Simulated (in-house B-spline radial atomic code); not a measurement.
# One electron outside the [Xe] 4f14 core: Hf³⁺

Computed with an all-electron radial atomic-structure program (B-spline basis), no-pair Dirac-Coulomb Hamiltonian, finite nucleus. Rungs: frozen-core Dirac-Hartree-Fock (DHF); Brueckner orbitals from the second-order correlation potential; the same with the Coulomb interaction screened by the core and the hole-particle interaction summed; Breit and QED terms from differences of relaxed Dirac-Fock atoms, where computed. Partial waves beyond l = 6 are extrapolated. The tables show a selection of states; those near core-excited levels, with erratic corrections or far from their DHF start are never shown.

The lowest nd levels tend to come out too strongly bound in this method, by some 0.05 to 0.2 eV for each d electron where measurements exist, which shifts their lines and rates.

Command:
```bash
python run_mb.py task.json out
```
Settings (nuclear radius in fm, box in bohr, cutoff in hartree):
```
basis_form          2
Z                   72
core_configuration  [Xe] 4f14
rms_radius          5.347
mass_number         180
speed_of_light      137.036
box_radius          72.5
lmax                6
intervals           69
virtual_cutoff      10368.0
```

Time taken, with all properties: 8.5 min on 1 thread of Arm Neoverse N1 (shared host).

Removal energies (cm⁻¹):

```
state     DHF  second order  screened  Breit + QED   final
5d3/2  257770        271625    269805         38.2  269843
5d5/2  253914             ?         ?            ?       ?
6s1/2  241681        253506    250353         -298  250054
6p1/2  195543        203720    201736         -189  201546
6p3/2  186877        193781    192089         -102  191988
7s1/2  125989             ?         ?            ?       ?
6d3/2  125352        129029    128238        -12.3  128226
6d5/2  124119        127663    126896         7.57  126904
5f5/2  110661        114577    113959            -       -
5f7/2  110623        114417    113805            -       -
```

Task: What does correlation do to 5d5/2?

Result: It adds 12610 cm⁻¹ to the removal energy in second order and 11190 cm⁻¹ with screening; Breit and QED add 109 cm⁻¹, for a final 265208 cm⁻¹.

Task: What does correlation do to 7s1/2?

Result: It adds 3724 cm⁻¹ to the removal energy in second order and 2725 cm⁻¹ with screening; Breit and QED add -110 cm⁻¹, for a final 128603 cm⁻¹.

Task: How does the lowest state compare with the NIST ionisation energy?

Result: 5d3/2 is bound by 33.456 eV, without recoil; NIST lists 33.37 ± 0.025 eV (semi-empirical), a difference of +0.086 eV.

Electric-dipole lines from 5d3/2 (reduced matrix elements in atomic units, length form, static core polarisation, sign of DHF taken positive):

```tsv
upper	DHF	+ core polarisation	+ Brueckner	λ (nm)	A (s⁻¹)
6p1/2	1.886	1.69	1.627	146.42	8.54e+08
6p3/2	0.781	0.7112	0.6823	128.44	1.11e+08
```

Magnetic hyperfine constants per unit nuclear g factor (MHz, nucleus as a uniformly magnetised ball; they apply to isotopes with nuclear spin):

| state | DHF | + core polarisation | + Brueckner |
| --- | --- | --- | --- |
| 6s1/2 | 23240 | 26270 | 28550 |
| 6p1/2 | 5035 | 5721 | 6484 |
| 6p3/2 | 573.5 | 827.1 | 927.1 |
| 7s1/2 | 8420 | 9448 | 9810 |

Task: What is the static scalar polarisability of 5d3/2?

Result: 5.983 bohr³: 3.196 from the core and 2.787 from the valence electron, Pauli blocking included.
